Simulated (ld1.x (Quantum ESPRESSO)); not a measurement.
# An all-electron radial function and its pseudo partner (hafnium (Hf))

Columns: radius, all-electron u(r) and pseudo u(r) of the 6p shell (level -1.47 eV) of hafnium in the configuration [Xe] 4f14 5d2 6s2 6p0; LDA (PZ), scalar-relativistic, TM scheme, ld1.x (Quantum ESPRESSO) 7.5.

```csv
r (bohr),all-electron,pseudo
0.160,-0.0762,0.0021
0.320,0.0903,0.0084
0.480,0.0818,0.0184
0.640,-0.0446,0.0316
0.800,-0.1491,0.0472
0.960,-0.1953,0.0646
1.120,-0.1906,0.0830
1.280,-0.1516,0.1021
1.440,-0.0930,0.1221
1.600,-0.0255,0.1433
1.760,0.0441,0.1665
1.920,0.1114,0.1925
2.080,0.1741,0.2219
2.240,0.2309,0.2550
2.400,0.2812,0.2908
2.560,0.3251,0.3277
2.720,0.3627,0.3630
2.880,0.3944,0.3944
3.040,0.4205,0.4205
3.200,0.4416,0.4416
3.360,0.4580,0.4580
3.520,0.4703,0.4703
3.680,0.4787,0.4787
3.840,0.4839,0.4839
4.000,0.4861,0.4861
4.160,0.4856,0.4856
```

How many radial nodes do the two functions have?

The all-electron 6p function has n − l − 1 = 4 (the table is too coarse to show those close to the nucleus); the pseudo-wave has 0, since the states of the same l below it are removed with the core.

At about which radius was the pseudo-wave matched?

3.00 bohr. The columns agree to 0.0005 from 2.72 bohr on; several derivatives are matched, so the curves merge somewhat inside the radius.

Is the pseudo-wave norm-conserving?

Yes: the TM scheme keeps the norm inside the radius equal to the all-electron one, which fixes the energy derivative of the logarithmic derivative at the level.
